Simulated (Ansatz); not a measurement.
CH$_{4}$S, charge +1, doublet, geometry from GFN2-xTB (a state made from the parent by changing its charge; the spin is typed, not shown lowest); CCSD(T)/6-31G* (Ansatz, a first-principles code).

Here is a job for Ansatz.
Ansatz 0.2 input:
```yaml
crystal:
  periodic: [false, false, false]
  atoms:
    - {symbol: C, position_ang: [-0.07388241, 1.11980998, 0.01035255]}
    - {symbol: S, position_ang: [-0.04134435, -0.65009848, -0.00670276]}
    - {symbol: H, position_ang: [1.30919756, -0.80487041, 0.00288752]}
    - {symbol: H, position_ang: [-1.10858026, 1.45936870, 0.00516795]}
    - {symbol: H, position_ang: [0.44489002, 1.50553466, 0.89456842]}
    - {symbol: H, position_ang: [0.45929671, 1.52268287, -0.85749509]}
basis:
  gaussian:
    orbitals: 6-31G*
total_charge: 1
magnetization: {spin_polarized: true, initial_magnetization: 1}
correlation: {method: ccsd_t, electrons: outside_noble_gas}
accuracy: high
```

**Question.** Predict the main parts of the log of this Ansatz run.

**Answer.** 
```
Functional definition: HF
904 factors; integrals over basis functions are off by at most 3.4e-9 eV
mean field evaluation 1: about -11900.1023 eV, gradient 1.8e1 eV
mean field evaluation 2: about -11900.1035 eV, gradient 1.8e1 eV
mean field evaluation 4: about -11901.9638 eV, gradient 2.0e0 eV
mean field evaluation 8: about -11902.0257 eV, gradient 1.6e-3 eV
mean field evaluation 16: about -11901.9633 eV, gradient 2.0e0 eV
mean field evaluation 32: about -11899.1754 eV, gradient 6.6e-3 eV
mean field -11902.02571159 eV, -437.3913774182 hartree, gradient 2.6e-8 eV, S^2 0.762427; 1 other end points of the search recorded, 0 dependent functions left out
determinant -11902.02571159 eV, -437.3913774182 hartree, with singles and doubles -11909.27335307 eV, -437.6577233298 hartree
determinant -11899.17543022 eV, -437.2866315097 hartree, with singles and doubles -11906.46990523 eV, -437.5546985221 hartree
6 core orbitals not correlated
reference -11902.02571159 eV, -437.3913774182 hartree; 7, 6 occupied and 29, 30 virtual orbitals, 904 factors
second order -6.26700831 eV of doubles, -0.00000000 eV of singles
cycle   1  -7.24751187 eV  change    1.3e-4 eV  update   4.8e-4
cycle   2  -7.24746238 eV  change    4.9e-5 eV  update   3.1e-4
cycle   3  -7.24732840 eV  change    1.3e-4 eV  update   1.1e-4
cycle   4  -7.24732879 eV  change   -3.9e-7 eV  update   5.3e-5
cycle   5  -7.24740835 eV  change   -8.0e-5 eV  update   1.3e-5
cycle   6  -7.24742548 eV  change   -1.7e-5 eV  update   4.1e-6
cycle   7  -7.24742339 eV  change    2.1e-6 eV  update   1.2e-6
cycle   8  -7.24742243 eV  change    9.5e-7 eV  update   3.4e-7
cycle   9  -7.24742237 eV  change    6.2e-8 eV  update   1.1e-7
cycle  10  -7.24742240 eV  change   -3.3e-8 eV  update   4.2e-8
cycle  11  -7.24742242 eV  change   -1.7e-8 eV  update   2.3e-8
cycle  12  -7.24742242 eV  change   -2.5e-9 eV  update   7.9e-8
cycle  13  -7.24742244 eV  change   -1.5e-8 eV  update   2.3e-8
cycle  14  -7.24742244 eV  change   8.7e-10 eV  update   6.0e-9
cycle  15  -7.24742244 eV  change  -7.1e-10 eV  update   2.1e-9
cycle  16  -7.24742244 eV  change   2.5e-10 eV  update  6.9e-10
perturbative correction -0.18732735 eV, -0.0068841530 hartree
Total energy: -11909.46046138 eV, -437.6645994333 hartree
```
